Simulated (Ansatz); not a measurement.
H2N, charge -1, singlet, geometry from GFN2-xTB (a gas-phase anion, which may not be bound at this level). Base run: HF/def2-SV(P) (Ansatz, an electronic-structure program).

Geometry (Å):
```xyz
3

N     -0.0019     0.1053     0.1052
H      0.8170    -0.3363    -0.3862
H     -0.8040    -0.4005    -0.3506
```
Charge -1, spin multiplicity 1.
All else is at Ansatz's defaults.

The base run was repeated with changes; each row names its change, and settings that it needs were set with it.

```
change                                                               basis functions     E (Eh)
-------------------------------------------------------------------  ---------------  ---------
base                                                                              18  -55.42325
basis = x2c-TZVPall; relativity = none                                            43  -55.52956
basis = cc-pVDZ-DK; relativity = spin-free X2C                                    24  -55.50898
basis = cc-pVDZ-DK; relativity = spin-free X2C; nucleus = Gaussian                24  -55.50898
basis = x2c-TZVPall; relativity = spin-free X2C                                   43  -55.56008
basis = cc-pVTZ-DK; relativity = spin-free X2C; nucleus = Gaussian                58  -55.54886
basis = cc-pVDZ-DK; relativity = none                                             24  -55.47810
basis = cc-pVTZ-DK; relativity = spin-free X2C                                    58  -55.54887
basis = cc-pVTZ-DK; relativity = none                                             58  -55.51796
basis = x2c-TZVPall; relativity = spin-free X2C; nucleus = Gaussian               43  -55.56007
```

Totals shift with the method and basis; they matter in differences.

Ansatz warned in this series: the basis is contracted for relativity, which the run leaves out.

A gas-phase anion may not be bound at this level; its values then depend on the basis.

Basis sets contracted for a relativistic Hamiltonian are a mismatch without it, so the rows without relativity aren't non-relativistic limits. No row has spin-orbit coupling; sets with core potentials leave out the core electrons.
